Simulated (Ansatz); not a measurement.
Cost and result for the atomization energy of BGeH9Si2 (`[SiH3][SiH2][BH][GeH3]`) (13 atoms, 12 bonds).

Z-matrix (Å, degrees):
```
Si
Si 1 2.361
H 1 1.487 2 110.5
H 1 1.487 2 110.1 3 120.1
H 1 1.488 2 109.8 3 -120.1
B 2 1.975 1 98.7 3 -62.5
H 2 1.489 1 106.7 3 178.3
H 2 1.489 1 108.1 3 60.4
Ge 6 2.057 2 121.5 1 -83.7
H 6 1.196 2 120.3 1 89.4
H 9 1.544 6 107.7 2 -113.4
H 9 1.541 6 112.3 2 128.9
H 9 1.539 6 113.7 2 5.7
```

Total charge 0; spin multiplicity 1. Correlated methods include outer-core shells of Ge, which these sets cover unevenly. Scalar relativity is left out up to krypton. Geometry: relaxed with PBE0-D4/def2-TZVP. It is one conformer, not always the lowest. Program: Ansatz. All runs use 4 threads of an Arm Neoverse V1 on a shared host. Times are those of one run each, without the atoms' runs, and a repeat can differ threefold. Electronic energies, without spin–orbit coupling; frozen cores. CCSD(T)/CBS adds CCSD(T) − MP2 in def2-TZVPP to the MP2 limit, and its time is that of the two runs behind it. T1 = 0.014. With those shells the extrapolation isn't a true limit. B3LYP takes the VWN-RPA correlation (the form of Gaussian; ORCA's B3LYP/G).

CCSD(T)/CBS is a level of theory with its own doubt, some kJ/mol a heavy atom from the limit and from the frozen cores, so smaller differences don't rank the functionals.

```
                             level  functions  wall time
   PBE-D4/def2-TZVPP (with forces)        289      3.8 s
                PBE0-D4/def2-TZVPP        289      5.5 s
r2SCAN-D4/def2-TZVPP (with forces)        289        7 s
 B3LYP-D4/def2-TZVPP (with forces)        289      8.5 s
                 B2PLYP/def2-TZVPP        289      9.5 s
                ωB97X-V/def2-TZVPP        289       14 s
  ωB97M-V/def2-TZVPP (with forces)        289       20 s
                    MP2/def2-QZVPP        556       48 s
                CCSD(T)/def2-TZVPP        289    5.5 min
                 CCSD(T)/CBS(def2)          –    6.3 min
```

**Question.** What atomization energy does each give, and how far from CCSD(T)/CBS? (An estimate is asked.)

**Answer.** Computed: 
| level | atomization (kJ/mol) | difference from CCSD(T)/CBS | per bond |
| --- | --- | --- | --- |
| PBE-D4/def2-TZVPP (with forces) | 3671.9 | -37.9 | -3.2 |
| PBE0-D4/def2-TZVPP | 3672.8 | -37.0 | -3.1 |
| r2SCAN-D4/def2-TZVPP (with forces) | 3723.2 | 13.4 | 1.1 |
| B3LYP-D4/def2-TZVPP (with forces) | 3706.1 | -3.7 | -0.3 |
| B2PLYP/def2-TZVPP | 3648.2 | -61.6 | -5.1 |
| ωB97X-V/def2-TZVPP | 3743.4 | 33.6 | 2.8 |
| ωB97M-V/def2-TZVPP (with forces) | 3695.4 | -14.4 | -1.2 |
| MP2/def2-QZVPP | 3627.0 | -82.8 | -6.9 |
| CCSD(T)/def2-TZVPP | 3634.3 | -75.5 | -6.3 |
| CCSD(T)/CBS(def2) | 3709.8 | 0.0 | 0.0 |

From PBE to PBE0 (25 % exact exchange), in def2-TZVPP and without D4, the atomization energy moves by +4.9 kJ/mol. The D4 term adds +48.4 kJ/mol with B3LYP and +25.8 kJ/mol with PBE0; it sums over pairs of atoms, weighted by their polarisabilities, and B3LYP, whose exchange is more repulsive, gets the larger term. In def2-TZVPP, CCSD(T) changes the Hartree–Fock value by +794.3 kJ/mol (the triples alone add +32.0 kJ/mol) and MP2 by +742.9 kJ/mol; breaking electron pairs costs correlation energy, which Hartree–Fock lacks.
